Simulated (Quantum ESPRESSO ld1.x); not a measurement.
Input (ld1.x (Quantum ESPRESSO 7.5)):

```
 &input
    atom='Cr',
    iswitch=1,
    rel=2,
    dft='REVPBE',
    config='[He] 2s2 2p1',
    rel_dist='energy',
    verbosity='high',
    lsmall=.true.,
    prefix='ld1',
    max_out_wfc=37,
    file_charge='ld1.rho',
 /
```

It prints (banner and zero overlaps left out):

```
     Program LD1 v.7.5 starts

     --------------------------- All-electron run ----------------------------

     dirac relativistic calculation

     atomic number is 24.00
     dft =REVPBE   lsd =0 sic =0 latt =0  beta=0.20 tr2=1.0E-14
     Exchange-correlation= REVPBE
                           (   1   4   4   4   0   0   0)
     mesh =1973 r(mesh) =  99.28020 a.u. xmin = -8.00 dx = 0.00800
     1 Ry =  13.60569312 eV, c = 137.03599908

     n l j   nl                  e(Ry)          e(Ha)          e(eV)
     Spin orbit split results
     1 0 0.5 1S 1( 2.00)    -510.525038563    -255.262519282  -6946.0470063
     2 0 0.5 2S 1( 2.00)    -110.626636516     -55.313318258  -1505.1520677
     2 1 0.5 2P 1( 1.00)    -106.127763009     -53.063881504  -1443.9417753
     2 1 1.5 2P 1( 0.00)    -105.302811371     -52.651405686  -1432.7177365
     Averaged results
     1 0     1S 1( 2.00)    -510.525038563    -255.262519282  -6946.0470063
     2 0     2S 1( 2.00)    -110.626636516     -55.313318258  -1505.1520677
     2 1     2P 1( 1.00)    -105.577795250     -52.788897625  -1436.4590828

     final scf error:  4.7E-15 reached in  14 iterations

     Etot =   -1487.203347 Ry,    -743.601674 Ha,  -20234.432353 eV

     Ekin =    1510.935724 Ry,     755.467862 Ha,   20557.327793 eV
     Encl =   -3104.487935 Ry,   -1552.243967 Ha,  -42238.710142 eV
     Eh   =     150.786808 Ry,      75.393404 Ha,    2051.559038 eV
     Exc  =     -44.437945 Ry,     -22.218972 Ha,    -604.609041 eV

     normalization and overlap integrals

     s(1S/1S) =  1.000000  <r> =   0.0632  <r2> =    0.0054  r(max) =   0.0417
     LC norm =  0.99251891 + SC norm =  0.00748109 =  1.00000000
     s(2S/2S) =  1.000000  <r> =   0.2676  <r2> =    0.0838  r(max) =   0.2308
     LC norm =  0.99837795 + SC norm =  0.00162205 =  1.00000000
     s(2P/2P) =  1.000000  <r> =   0.2290  <r2> =    0.0634  r(max) =   0.1816
     LC norm =  0.99841127 + SC norm =  0.00158873 =  1.00000000
     s(2P/2P) =  1.000000  <r> =   0.2313  <r2> =    0.0646  r(max) =   0.1830
     LC norm =  0.99842540 + SC norm =  0.00157460 =  1.00000000

     LC charge =  4.98020499 + SC charge =  0.01979501 =  5.00000000

     ------------------------ End of All-electron run ------------------------
```

Run on one thread of a shared host, so times are rough (Intel(R) Xeon(R) Processor @ 2.60GHz): 0.32 s of CPU time, 0.73 s wall, 14 iterations on 1973 mesh points.
